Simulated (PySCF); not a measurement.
PySCF input for Zn(Me)(OH) (CH4OZn), SMILES [CH3][Zn][OH], HF/pcSseg-1. The structure is a stationary point at r2SCAN-D4/def2-TZVP. The geometry has at least one imaginary mode, so it is a saddle point at that level. The isomer is the one that the SMILES or the coordinates give; other isomers of the formula were not compared. The values are those of a single conformer.

```python
import numpy as np
from pyscf import gto, scf, dft
from pyscf.prop.nmr import rhf as nmr

mol = gto.M(
    atom='''
    Zn    0.00434555   -0.03164808    0.02568183
    C    -0.20556060    1.66995133   -0.81494293
    H    -0.92732517    2.28312720   -0.27140899
    H    -0.56549299    1.54578636   -1.83871828
    H     0.74502744    2.20611788   -0.84777178
    O     0.20353772   -1.67008008    0.67985158
    H     0.22248623   -1.74465616    1.63828910
    ''',
    basis='pcSseg-1',
    charge=0,
    spin=0,
    max_memory=1600,
    verbose=3,
)
mf = scf.RHF(mol)
mf.conv_tol = 1e-10
mf.max_cycle = 100
mf.kernel()
n = nmr.NMR(mf)
n.verbose = 2
n.max_cycle_cphf = 60
sigma = n.kernel()
print('atom   isotropic/ppm   span/ppm')
for i, s in enumerate(sigma):
    w = np.linalg.eigvalsh((s + s.T) / 2)
    print(f'{mol.atom_symbol(i):2s}{i + 1:3d} {w.mean():14.3f} {w[2] - w[0]:11.3f}')
```

Program output:

```
converged SCF energy = -1892.63595420219
atom   isotropic/ppm   span/ppm
Zn  1       1730.787    1167.621
C   2        217.573      18.097
H   3         32.508      15.904
H   4         32.406      15.937
H   5         32.455      16.017
O   6        373.282      13.378
H   7         31.855      26.075
```

Self-consistency was reached.
